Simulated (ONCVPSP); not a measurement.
# An all-electron radial function and its pseudo partner (fluorine (F))

Columns: radius, all-electron u(r) and pseudo u(r) of the 2s shell (level -29.72 eV) of fluorine in the configuration [He] 2s2 2p5; PBEsol, scalar-relativistic, ONCV scheme, ONCVPSP 4.0.1.

```
r (bohr)  all-electron  pseudo
   0.042       -0.3458  0.0627
   0.085       -0.4500  0.1265
   0.128       -0.4069  0.1902
   0.170       -0.2868  0.2537
   0.212       -0.1291  0.3196
   0.255        0.0455  0.3903
   0.298        0.2173  0.4634
   0.340        0.3735  0.5352
   0.382        0.5135  0.6053
   0.425        0.6377  0.6741
   0.467        0.7401  0.7382
   0.510        0.8260  0.8009
   0.552        0.8925  0.8590
   0.595        0.9444  0.9134
   0.638        0.9817  0.9595
   0.680        1.0058  0.9933
   0.722        1.0192  1.0140
   0.765        1.0235  1.0222
   0.807        1.0201  1.0199
   0.850        1.0100  1.0099
   0.892        0.9948  0.9947
   0.935        0.9748  0.9747
   0.977        0.9518  0.9518
   1.020        0.9256  0.9255
   1.062        0.8979  0.8979
   1.105        0.8681  0.8680
```

How many radial nodes do the two functions have?

The all-electron 2s function has n − l − 1 = 1; the pseudo-wave has 0, since the states of the same l below it are removed with the core.

At about which radius was the pseudo-wave matched?

0.85 bohr, where the columns begin to agree (steps of 0.04 bohr).

Is the pseudo-wave norm-conserving?

Yes: the ONCV scheme keeps the norm inside the radius equal to the all-electron one, which fixes the energy derivative of the logarithmic derivative at the level.
